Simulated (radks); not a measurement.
Task: Coherent X-ray form factor from a spherical all-electron density. All-electron calculation, scalar-relativistic Kohn-Sham, PW91, spin-polarised, spherical densities, finite nucleus; Fermi nuclear charge, rms radius of each element as measured or else 0.836 A^(1/3) + 0.57 fm. Program: a radial shooting solver on a logarithmic mesh with Libxc functionals.

sin(theta)/lambda (1/angstrom)  f0 (electrons)
0.05                                     9.946
0.1                                      9.788
0.15                                     9.534
0.2                                      9.194
0.25                                     8.783
0.3                                      8.319
0.4                                      7.298
0.5                                      6.254
0.6                                      5.279
0.8                                      3.713
1                                        2.691
1.25                                     1.972
1.5                                      1.606
2                                        1.265

The species is in the configuration that NIST lists as its ground one. Which atom or ion scatters so?

Result: The silicon ion Si4+, [Ne]. Extrapolating in s^2 from the first two rows gives f0(0) = 10.0, near the electron count 10; among species with that count, the fall with angle is slower the higher Z, and the table is that of Z = 14; from so few rows the species is fixed only to a neighbour or two.
